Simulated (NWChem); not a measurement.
SiH4Te; SMILES [TeH][SiH3]

def2 effective core potentials on Te; no spin-orbit coupling.

**Question.** Give the equilibrium geometry at PBE0/def2-SVP with def2 effective core potentials on Te (NWChem) as an XYZ file, with the point group.

**Answer.** point group Cs; any orientation.
```
6

Te    -0.0255     0.6401     0.0132
H      1.6377     0.6930    -0.0199
Si    -0.0157    -1.8655     0.0031
H      0.6830    -2.4150     1.2018
H      0.6269    -2.4060    -1.2305
H     -1.4552    -2.2564     0.0347
```
